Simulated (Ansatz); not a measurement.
`CC[Si](Cl)(Cl)Cl`. Charge 0, multiplicity 1. The structure was optimised at the PBE0-D4/def2-TZVP level. It is one conformer, not always the lowest.

```xyz
11

C    -0.508    0.823   -1.104
C     0.576   -0.031   -0.455
Si    0.124   -0.697    1.210
Cl   -0.271    0.821    2.516
Cl    1.650   -1.816    1.970
Cl   -1.539   -1.875    1.091
H    -0.183    1.182   -2.083
H    -0.748    1.695   -0.492
H    -1.430    0.255   -1.248
H     1.503    0.538   -0.325
H     0.827   -0.895   -1.080
```

Question: What is the dipole moment at B3LYP/def2-TZVPP? (An estimate is asked.)

Answer: The calculation gave: 2.08 D, with components (0.42, 0.79, -1.88) D in this frame, pointing from negative to positive charge.

Question: And with PBE, r2SCAN, ωB97M-V? (Best estimate.)

Answer: The calculation gave: PBE 2.06 D, r2SCAN 2.12 D, ωB97M-V 2.06 D.

Question: Give the Mulliken charges with B3LYP, r2SCAN, PBE in def2-TZVPP. (An estimate is asked.)

Answer: Ansatz gave: 
```json
{"atom": "C1", "B3LYP": "-0.26", "r2SCAN": "-0.14", "PBE": "-0.25"}
{"atom": "C2", "B3LYP": "-0.22", "r2SCAN": "-0.19", "PBE": "-0.22"}
{"atom": "Si3", "B3LYP": "0.66", "r2SCAN": "0.69", "PBE": "0.56"}
{"atom": "Cl4", "B3LYP": "-0.22", "r2SCAN": "-0.22", "PBE": "-0.19"}
{"atom": "Cl5", "B3LYP": "-0.21", "r2SCAN": "-0.21", "PBE": "-0.18"}
{"atom": "Cl6", "B3LYP": "-0.22", "r2SCAN": "-0.22", "PBE": "-0.19"}
{"atom": "H7", "B3LYP": "0.09", "r2SCAN": "0.05", "PBE": "0.09"}
{"atom": "H8", "B3LYP": "0.09", "r2SCAN": "0.06", "PBE": "0.09"}
{"atom": "H9", "B3LYP": "0.09", "r2SCAN": "0.06", "PBE": "0.09"}
{"atom": "H10", "B3LYP": "0.10", "r2SCAN": "0.07", "PBE": "0.10"}
{"atom": "H11", "B3LYP": "0.10", "r2SCAN": "0.07", "PBE": "0.10"}
```

B3LYP here is the variant with VWN-RPA as its local correlation; programs differ in this.
